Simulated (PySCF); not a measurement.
B(Cl)(F)(SiH3) (BClFH3Si), SMILES FB([SiH3])Cl. Atoms are numbered in the order given.

```xyz
7

B      0.4266     0.1553     0.0000
Cl    -0.6600     1.5484     0.0000
F      1.7220     0.4071     0.0000
Si    -0.3390    -1.7279     0.0000
H      0.7297    -2.7682     0.0000
H     -1.1967    -1.9026     1.2096
H     -1.1967    -1.9026    -1.2096
```

The structure is a stationary point at B3LYP-D3(BJ)/def2-SVP.

Level of theory: B3LYP/pcJ-1 in PySCF.

Isotropic couplings with Fermi-contact, spin-dipole and both spin-orbit terms, one fixed conformer, no vibrational averaging. Isotopes: 11B, 19F, 1H, 29Si.

Computed spin–spin coupling constants:
```csv
pair,bonds apart,J (Hz)
B1–F3,1,-232.9
B1–Si4,1,-127.5
Si4–H5,1,-214.0
Si4–H6,1,-211.5
Si4–H7,1,-211.5
B1–H5,2,7.2
B1–H6,2,6.7
B1–H7,2,6.7
F3–Si4,2,-58.0
H5–H6,2,2.4
H5–H7,2,2.4
H6–H7,2,-5.0
F3–H5,3,-5.4
F3–H6,3,13.6
F3–H7,3,13.6
```
